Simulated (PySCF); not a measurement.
F$_{4}$Te, charge +1, quartet, geometry from GFN2-xTB of the parent state (a state made from the parent by changing its charge; the spin is typed, not shown lowest) (all electrons, no relativity); PBE0/STO-3G (PySCF).

The PySCF input:
```python
from pyscf import gto, scf, dft

mol = gto.Mole()
mol.atom = '''
    Te   -0.00525174   -0.00164746    0.34667291
    F     1.02454800    1.41419135   -0.47863460
    F     1.41932470   -1.01478931   -0.48419716
    F    -1.00937631   -1.40943202   -0.52286492
    F    -1.40415301    1.01954865   -0.51730235
'''
mol.basis = 'sto-3g'
mol.charge = 1
mol.spin = 3
mol.verbose = 3
mol.build()

mf = dft.UKS(mol)
mf.xc = 'pbe0'
mf.kernel()
```

What does PySCF print? Leave out banner, timings and long lists.


```
SCF not converged.
SCF energy = -6941.52257981734 after 50 cycles  <S^2> = 3.7664114  2S+1 = 4.0081973
```

Convergence was not reached.
